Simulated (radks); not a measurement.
Question: Excited configurations of Pt48+: one electron is placed in a higher orbital outside [Ar] 3d10 4s1. The ground configuration is [Ar] 3d10 4s2. All-electron calculation, scalar-relativistic Kohn-Sham, PBEsol, spin-polarised, spherical densities, point nucleus; open shells are filled with parallel spins first (spin-orbit coupling, left out, can overturn this in heavy ions). Program: a radial shooting solver on a logarithmic mesh with Libxc functionals. Excitation = E - E(ground); binding = E(ion) - E, where the ion is the core of charge +49; n* = 49/sqrt(2 binding) in atomic units. These energies are relativistic, and a one-electron ion of charge +49 with no core already has n* below n in this formula (scalar-relativistic equation, point nucleus: 4p 3.969, 4d 3.986, 4f 3.994, 5p 4.967, 5d 4.984, 5f 4.991, 6s 5.942, 6p 5.965, 6d 5.982, 6f 5.990, 7s 6.941, 7f 6.989). The quantum defect is therefore taken as that value minus n*, so that it holds no relativistic shift of the bare ion.

| outer orbital | excitation (eV) | binding (eV) | n* | quantum defect | eigenvalue (eV) | <r> (bohr) |
|---|---|---|---|---|---|---|
| 4p | 196.66 | 2578.7 | 3.559 | 0.410 | -2551.1 | 0.3729 |
| 4d | 416.26 | 2359.1 | 3.721 | 0.265 | -2330.3 | 0.3670 |
| 4f | 614.31 | 2161.1 | 3.888 | 0.106 | -2127.8 | 0.3371 |
| 5p | 1209.1 | 1566.3 | 4.567 | 0.400 | -1551.9 | 0.6222 |
| 5d | 1314.2 | 1461.2 | 4.728 | 0.256 | -1446.5 | 0.6266 |
| 5f | 1403.3 | 1372.1 | 4.879 | 0.112 | -1356.0 | 0.6046 |
| 6s | 1666.7 | 1108.7 | 5.428 | 0.514 | -1098.8 | 0.9053 |
| 6d | 1778.9 | 996.53 | 5.725 | 0.257 | -986.98 | 0.9461 |
| 6f | 1827.1 | 948.31 | 5.869 | 0.120 | -938.40 | 0.9323 |
| 7s | 1984.0 | 791.34 | 6.425 | 0.516 | -784.71 | 1.267 |
| 7f | 2081.7 | 693.69 | 6.862 | 0.126 | -687.13 | 1.321 |

Estimate the row for 6p.

Answer: excitation (eV) 1720.7; binding (eV) 1054.7; n* 5.565; quantum defect 0.400; eigenvalue (eV) -1045.2; <r> (bohr) 0.9319. The Delta-SCF ionisation energy is 2775.4 eV (NIST Atomic Spectra Database: 2762 eV, theoretical). Self-interaction in the functional shifts the binding energies and quantum defects, so they are the method's values and not measured ones.
